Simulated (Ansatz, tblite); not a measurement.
Isomers of Li$_{4}$S (singlet), found by a short tight-binding search and relaxed with B3LYP-D4/def2-TZVP in Ansatz.

The xTB rows come from tblite. Correlated methods freeze 5 core orbitals; core or outer-core shells of Li are correlated, in sets that lack core-valence functions.

Run but left out: HF/def2-TZVPP, r2SCAN-D4/def2-TZVP (A: restricted singlet, unstable towards broken spin symmetry).

A: At CCSD(T)/def2-TZVPP the restricted singlet (for correlated methods, its reference) is unstable: a solution with broken spin symmetry lies lower. B: The restricted singlet is unstable towards broken spin symmetry in Hartree–Fock (as tested in another run); at PBE-D4/def2-TZVP, revPBE-D4/def2-TZVP, PBE0-D4/def2-TZVP, r2SCAN0-D4/def2-TZVP this wasn't settled. At CCSD(T)/def2-TZVPP the restricted singlet (for correlated methods, its reference) is unstable: a solution with broken spin symmetry lies lower.

Other spin states were run for one of them alone.

A:

```tsv
atom	x (Å)	y (Å)	z (Å)
Li1	-2.1830	1.1349	-2.2398
Li2	0.4767	1.1545	-0.7635
Li3	-1.1965	-0.7056	-0.0307
Li4	2.0795	-1.2196	2.2329
S5	0.8233	-0.3642	0.8011
```

B:

```xyz
5

Li    0.2649   -2.5731   -0.4519
Li    0.7939    1.3471   -1.2290
Li    0.6779    0.8386    1.6770
Li   -1.7982    0.8201    0.0735
S     0.0615   -0.4326   -0.0697
```

Q: Estimate which lies lowest at each level, and how far above it the others are (kcal/mol).

A: 
```
               level    A     B
            GFN1-xTB  0.0  21.5
            GFN2-xTB  0.0  13.9
    PBE-D4/def2-TZVP  1.4   0.0
 revPBE-D4/def2-TZVP  0.7   0.0
   PBE0-D4/def2-TZVP  0.0   1.4
r2SCAN0-D4/def2-TZVP  0.0   1.8
      MP2/def2-TZVPP  0.0   0.4
     CCSD/def2-TZVPP  0.0   4.9
  CCSD(T)/def2-TZVPP  0.0   2.8
```
Point groups (tolerance 0.1 Å): A Cs, B not assigned. Lower isomers may exist.
